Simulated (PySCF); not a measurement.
Ga(H)(Cl)2(OH2), H3Cl2GaO, singlet at its PBE0/def2-SVP optimised geometry (Å):

```
7

Ga    -0.1550    -1.0267     0.0000
H      1.3938    -1.0267     0.0000
Cl    -1.2765    -1.4709     1.8186
Cl    -1.2762    -1.4689    -1.8202
O     -0.8095     0.9718     0.0000
H     -1.3897     1.0267    -0.7772
H     -1.3938     1.0253     0.7743
```

Calculation: PBE0/def2-TZVP in PySCF. Cells within 0.4 Å of a nucleus heavier than hydrogen are left out (blank, or x).

Map of the electron localisation function on the plane z = 0.0 Å:

```
|00000000000000000000000000000|
|00000000000000000000000000000|
|00000000000000000000000000000|
|00000000001121100000000000000|
|00000000012344320000000000000|
|00000000124566542000000000000|
|00000001246777753100000000000|
|00000012467888864200000000000|
|00000013578899875200000000000|
|0000012467xx89874100000000000|
|0000012466xxx9873000000000000|
|0000012467xxx8851000000000000|
|00000013678898730000244300000|
|00000002468886310125899841000|
|00000000235431111379999984000|
|00000000011001111599999997100|
|00000000000135421599999999300|
|0000000001127xx61499999999500|
|000000001113xxx72399999999600|
|0000000011137xx61399999999500|
|00000000111146631599999999400|
|00000000011112211699999997200|
|00000000001111113689999984000|
|00000000000111112479999851000|
|00000000000000001246887410000|
|00000000000000000112331000000|
|00000000000000000000000000000|
|00000000000000000000000000000|
|00000000000000000000000000000|
```
Scale: ten equal steps from 0.000 (start of '0') to 1.000 (end of '9'), in the order '0123456789'; x runs from -3.50 to 3.50, y from -3.50 (bottom) to 3.50 (top).
